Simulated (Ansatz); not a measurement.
C₃H₁₁AlOS (`C[O][Al-]([CH3])([CH3])[SH2+]`). Charge 0, multiplicity 1. All single points use the PBE0-D4/def2-TZVP geometry. It is one conformer, not always the lowest.

```xyz
17

C    -2.132    0.583    1.148
O    -1.529   -0.208    0.179
Al    0.032   -0.139   -0.533
C     1.090    1.495   -0.255
C     0.311   -1.324   -2.062
S     1.110   -1.655    1.333
H    -1.580    1.513    1.351
H    -2.229    0.041    2.101
H    -3.145    0.867    0.837
H     1.027    1.882    0.767
H     2.149    1.340   -0.484
H     0.744    2.299   -0.916
H    -0.232   -2.266   -1.948
H    -0.044   -0.859   -2.988
H     1.369   -1.564   -2.217
H     0.703   -0.854    2.331
H     2.356   -1.152    1.354
```

Q: What is the dipole moment at ωB97M-V/def2-TZVPP? (An estimate is asked.)

A: Ansatz gave: 3.29 D, with components (2.08, -0.15, 2.54) D in this frame, pointing from negative to positive charge.

Q: And with PBE, r2SCAN, B3LYP? (Estimate.)

A: The calculation gave: PBE 3.21 D, r2SCAN 3.31 D, B3LYP 3.28 D.

Q: Give the Mulliken charges with ωB97M-V, PBE, B3LYP in def2-TZVPP. (Estimate.)

A: Computed: 
```
atom  ωB97M-V    PBE  B3LYP
  C1    -0.17  -0.13  -0.11
  O2    -0.38  -0.33  -0.41
 Al3     0.56   0.47   0.59
  C4    -0.56  -0.47  -0.48
  C5    -0.54  -0.45  -0.46
  S6    -0.09  -0.10  -0.10
  H7     0.09   0.07   0.07
  H8     0.09   0.07   0.07
  H9     0.11   0.09   0.09
 H10     0.09   0.07   0.07
 H11     0.10   0.08   0.08
 H12     0.11   0.10   0.09
 H13     0.11   0.09   0.09
 H14     0.10   0.09   0.08
 H15     0.09   0.08   0.07
 H16     0.15   0.14   0.14
 H17     0.15   0.14   0.13
```

B3LYP here is the variant with VWN-RPA as its local correlation; programs differ in this.
